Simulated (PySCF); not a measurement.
## Excitation energies in several basis sets

Compound: C2H3Ga.
SMILES with atom numbers: `[CH:1]#[C:2][GaH2:3]` (hydrogens: H4 on C1; H5, H6 on Ga3)

TDDFT with PBE0 (PySCF), vertical singlets, core orbitals frozen in the response, spherical d and f functions. Isolated species at its PBE0-D3(BJ)/def2-SVP geometry, gas phase. The PBE0/6-31G* calculation is non-relativistic and has no spin–orbit coupling, an omission that weighs most on gallium.

```csv
basis,functions,diffuse,S1 (eV),S2 (eV),S3 (eV),S4 (eV),S5 (eV),LUMO (eV),α (au)
6-31G*,66,no,4.29,5.20,5.66,6.39,6.81,-1.90,41.4
def2-SVP,75,no,4.39,5.31,5.62,6.36,6.77,-1.95,43.1
def2-SVPD,102,yes,4.42,5.31,5.60,6.36,6.68,-2.01,51.6
aug-cc-pVDZ,109,yes,4.38,5.26,5.60,6.37,6.62,-2.03,52.3
def2-TZVP,128,no,4.41,5.28,5.62,6.37,6.67,-1.99,48.6
def2-TZVPD,155,yes,4.41,5.28,5.62,6.37,6.63,-2.00,52.7
aug-cc-pVTZ,220,yes,4.40,5.26,5.61,6.36,6.60,-2.02,52.9
```

**Question.** How much do these states and the polarisability depend on the basis?

**Answer.** States are compared by their number. Against the largest diffuse basis here (aug-cc-pVTZ, itself not a converged limit), sets without diffuse functions differ by up to 0.11 eV in S1 and 0.21 eV in S5; the smaller diffuse sets differ by up to 0.02 and 0.07 eV. State by state, the largest deviation of a set without diffuse functions is S1 0.11, S2 0.07, S3 0.05, S4 0.02, S5 0.21 eV. The same number needn't mean the same state in each row. Against aug-cc-pVTZ the polarisability deviates by -22% in 6-31G*, -19% in def2-SVP, -2% in def2-SVPD, -1% in aug-cc-pVDZ, -8% in def2-TZVP, 0% in def2-TZVPD.
